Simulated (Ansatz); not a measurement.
A single point on `[Br][SbH][Br]`.

```yaml
crystal:
  periodic: [false, false, false]
  atoms:
    - {symbol: Br, position_ang: [-2.112981, 0.124431, -0.155439]}
    - {symbol: Sb, position_ang: [0.290393, -0.025519, -0.843268]}
    - {symbol: Br, position_ang: [1.162361, -1.545615, 0.945806]}
    - {symbol: H, position_ang: [0.715827, 1.386404, 0.032600]}
basis:
  gaussian: {orbitals: def2-TZVPP}
hamiltonian: {xc: pbe}
correlation: {method: rpa}
```

```sh
$ ansatz run in.yaml --threads 2 --pin off --events-out ev --progress --plain --max-ram 4352MiB
```

Output, abridged:

```
Functional definition: PBE
1188 factors; integrals over basis functions are off by at most 7.5e-4 eV
mean field evaluation 1: about -146626.8612 eV, gradient 1.8e1 eV
mean field evaluation 2: about -146626.8555 eV, gradient 1.8e1 eV
mean field evaluation 4: about -146627.5301 eV, gradient 8.7e0 eV
mean field evaluation 8: about -146627.7003 eV, gradient 3.6e-1 eV
mean field evaluation 16: about -146627.7007 eV, gradient 1.4e-5 eV
mean field -146627.70067985 eV, -5388.4686121593 hartree, gradient 3.4e-6 eV, S^2 0.000000; 0 other end points of the search recorded, 0 dependent functions left out
22 core orbitals not correlated: weight in the atoms' cores, before any rotation towards them, 1.000 or more for the frozen orbitals, at most 0.000 for the correlated occupied ones
reference -146525.26958245 eV, -5384.7043387602 hartree; 25, 25 occupied and 113, 113 virtual orbitals, 1188 factors
Total energy: -146560.27750688 eV, -5385.9908562539 hartree
```

It took 5.5 s on 2 threads of an Arm Neoverse V1 on a shared host, with 0.36 GiB of host memory at the peak.
